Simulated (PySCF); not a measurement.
B(CF3)(H)(OH) (CH2BF3O), SMILES OBC(F)(F)F.

The structure is a stationary point at B3LYP-D3(BJ)/def2-SVP. The values are those of a single conformer.

Calculation: PBE/def2-TZVP in PySCF.

Symmetry labels are those of the subgroup Cs that the program uses (full group Cs).

Computed valence orbital energies around the gap with their symmetry:
```csv
orbital,symmetry,energy (eV)
HOMO−7,A",-11.26
HOMO−6,A',-10.76
HOMO−5,A",-10.39
HOMO−4,A',-10.21
HOMO−3,A',-9.97
HOMO−2,A",-9.73
HOMO−1,A",-9.68
HOMO,A',-7.92
LUMO,A",-2.20
LUMO+1,A',-0.22
LUMO+2,A',1.46
LUMO+3,A',1.51
```
